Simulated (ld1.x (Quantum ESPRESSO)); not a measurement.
Which change was made? (Cu, TM)

```
Element                 : copper (Cu)
Generator               : ld1.x (Quantum ESPRESSO) 7.5
Type                    : norm-conserving Troullier–Martins (Kleinman–Bylander form)
Functional              : PBE
Relativity              : scalar-relativistic
Frozen core             : [Ne] 3s2
Valence charge          : 17
Reference configuration : 3p6 3d10 4s1 4p0
Partial waves           : 4s (bound): rc 1.75 bohr; 3p (bound): rc 1.00 bohr; 3d (bound): rc 1.10 bohr
Local potential         : all-electron potential smoothed inside 1.50 bohr (lloc = -1)
Core correction         : a·sin(br)/r model core inside 0.65 bohr
```

Cutoffs, loose and tight: the cutoffs (Ry, on a coarse ladder) from which the occupation-weighted sum of valence levels, in a spherical-Bessel basis at the reference potential, stays within 10 and 1 mRy of its value at 400 Ry. They do not see the model core or the augmentation charge, which bear on the density cutoff. Test errors are all-electron minus pseudo excitation energies from the reference, over the configurations 3p6 3d10 4s0 4p0; 3p6 3d9 4s0 4p0; 3p6 3d8 4s0 4p0; 3p5 3d10 4s1 4p0; 3p6 3d9 4s2 4p0; 3p6 3d10 4s0.5 4p0; 3p6 3d9 4s1 4p0; variants that change the core or the reference have their own tests. The largest error is taken over the tests solved by every variant that gives reliable tests at all, those not shown here included: 3p6 3d10 4s0 4p0; 3p6 3d10 4s0.5 4p0; 3p6 3d8 4s0 4p0; 3p6 3d9 4s0 4p0.

The base gives: outcome: generated; cutoff, loose: 200 Ry; cutoff, tight: over 300 Ry; bound ghosts: none; largest test error (meV): -115.

**Question.** After one change the result is: outcome: generated; cutoff, loose: 140 Ry; cutoff, tight: 230 Ry; bound ghosts: none; largest test error (meV): -372. Which change was it?
A. all radii but the core radius scaled by about 0.74 (s 1.30, p 0.74, d 0.82 bohr); local potential all-electron potential smoothed inside 1.10 bohr (lloc = -1)
B. all radii but the core radius scaled by about 1.19 (s 2.08, p 1.20, d 1.32 bohr); local potential all-electron potential smoothed inside 1.78 bohr (lloc = -1)
C. all radii but the core radius scaled by about 1.38 (s 2.42, p 1.38, d 1.52 bohr); local potential all-electron potential smoothed inside 2.06 bohr (lloc = -1)

**Answer.** C. The others give: all radii but the core radius scaled by about 0.74 (s 1.30, p 0.74, d 0.82 bohr); local potential all-electron potential smoothed inside 1.10 bohr (lloc = -1) → outcome: generated; cutoff, loose: 300 Ry; cutoff, tight: over 300 Ry; bound ghosts: s; largest test error (meV): -81 | all radii but the core radius scaled by about 1.19 (s 2.08, p 1.20, d 1.32 bohr); local potential all-electron potential smoothed inside 1.78 bohr (lloc = -1) → outcome: generated; cutoff, loose: 160 Ry; cutoff, tight: 260 Ry; bound ghosts: none; largest test error (meV): -213.
